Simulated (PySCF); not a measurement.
O₂Si, charge -1, multiplicity 2. Atoms are numbered in the order given.

```xyz
3

O      0.0000     1.4511    -0.2560
Si     0.0000     0.0000     0.2926
O      0.0000    -1.4511    -0.2560
```
Charge -1, spin multiplicity 2.

Geometry: PBE0-D3(BJ)/def2-TZVPD. The isomer is the one that the SMILES or the coordinates give; other isomers of the formula were not compared.

All values below come from PBE0/def2-TZVPD (PySCF).

Isolated molecule, no solvent.

Q: Estimate the frontier levels, dipole moment and polarisability. (An estimate is asked for; the answer gives what the named calculation found.)

A: 
α spin, highest occupied and lowest empty level: -0.66 and 4.38 eV
β spin, highest occupied and lowest empty level: -2.49 and 2.47 eV
dipole moment about the centre of nuclear charge: 0.86 D
mean static polarisability: 51.5 bohr³ (7.63 Å³)
polarisability, principal values: 46.5, 52.3, 55.6 bohr³
⟨S²⟩: 0.755 (pure state 0.75)
